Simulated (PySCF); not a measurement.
## Structure from NMR data

Molecular formula: C$_{7}$H$_{8}$. Simulated spectra:

$^{1}$H NMR (600 MHz, computed): δ 6.24 (dd, J = 6.4, 1.5 Hz, 1H), 5.96 (dd, J = 6.4, 2.0 Hz, 1H), 3.82 (d, J = 1.8 Hz, 2H), 1.67 (quint, J = 1.8 Hz, 1H), 1.18 (s, 3H).

$^{13}$C{$^{1}$H} NMR (computed): δ 148.3 (CH), 147.8 (CH), 58.9 (CH), 49.9 (C), 37.8 (CH), 14.8 (CH3).

Computational details: spin–spin couplings from B3LYP/pcJ-1 (without the spin–dipole term), geometry: PBE0-D3(BJ)/def2-SVP, NMR shieldings at B3LYP/pcSseg-2/GIAO, in PySCF 2.14.0 with density-fitted response routines (relativity neglected, single conformer, gas phase, averaged over atoms made equivalent by symmetry, fast rotation or ring inversion).

Chemical shifts δ = σref − σ; TMS for $^{1}$H (σref 31.39), $^{13}$C (σref 179.19), all at this level.

Question: Propose a structure and justify it.

Answer: 
1. The formula gives 4 degrees of unsaturation (3 rings in the answer).
2. 6 carbon signals for 7 carbons: some carbons are equivalent by symmetry or fast rotation.
3. Carbon types of the structure: 1 × C, 5 × CH, 1 × CH3, which accounts for all hydrogens.
4. δC 148.3, 147.8: alkene CH; an sp2 carbon of a C=C bond.
5. δC 58.9, 49.9, 37.8: three-membered-ring carbon.
6. δC 14.8: methyl carbon; a saturated carbon with 1 carbon neighbour and no heteroatom attached.
7. δH 6.24, 5.96: hydrogen on an alkene CH; attached to an sp2 carbon and in the plane of the double bond.
8. δH 3.82, 1.67: hydrogen on a three-membered-ring carbon.
9. δH 1.18: hydrogen on a methyl carbon.
10. The protons at 5.96 and 6.24 share a coupling of 6.4 Hz (vicinal, cis across C=C).

These data were computed for `C[C@@]12C=C[C@H]3[C@@H]1[C@@H]23`.

The data come from this structure; uniqueness wasn't tested.

Multiplet labels drop couplings under 1 Hz and merge nearly equal ones. Unscaled 3J(H,H) at this level run about 10 % above measured values. Shifts are as computed. Against solution values, carbons near 30 ppm lie about +3 ppm off and those near 130 ppm about +8 ppm. Of 1211 compounds with measured shifts, 218 miss one by over three times the rms of a fit or turn the order of signals round; such compounds aren't used in these exercises.
